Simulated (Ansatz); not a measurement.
`C[CH]([AlH2])[GeH3]` + `N=C=S` → `S=C=[N][GeH3]` + `C[CH2][AlH2]`  (ligand exchange at a Ge–C bond)

Computed with Ansatz on PBE0-D4/def2-TZVP structures; ΔE is electronic, products minus reactants. CCSD(T)/CBS adds triple-zeta CCSD(T) − MP2 to the extrapolated MP2 energy (def2 sets, frozen cores). This one scheme is used for every species. Functionals use def2-TZVPP. B3LYP here is the variant with VWN-RPA as its local correlation; programs differ in this. For Ge outer-core shells are correlated without core-valence functions, which leaves a few kJ/mol of doubt a bond. Scalar relativity is left out up to krypton. One conformer a species, not always the lowest.

```tsv
level	ΔE (kcal/mol)	difference from CCSD(T)/CBS
PBE-D4	-10.7	1.8
B3LYP-D4	-13.9	-1.4
B2PLYP	-15.1	-2.6
PBE	-11.6	0.9
B3LYP	-15.5	-3.0
HF/def2-TZVPP	-21.8	-9.3
SCS-MP2/def2-TZVPP	-15.4	-2.9
CCSD(T)/def2-TZVPP	-13.5	-1.0
HF/def2-QZVPP	-22.2	-9.7
MP2/def2-QZVPP	-13.4	-0.9
CCSD(T)/CBS	-12.5	0
```

Largest T1 diagnostic among the species: 0.019.

In def2-TZVPP, CCSD(T) changes the Hartree–Fock value by +8.4 kcal/mol (the triples alone add +1.3 kcal/mol) and MP2 by +8.1 kcal/mol. From PBE to PBE0 (25 % exact exchange), in def2-TZVPP and without D4, ΔE moves by −1.6 kcal/mol.
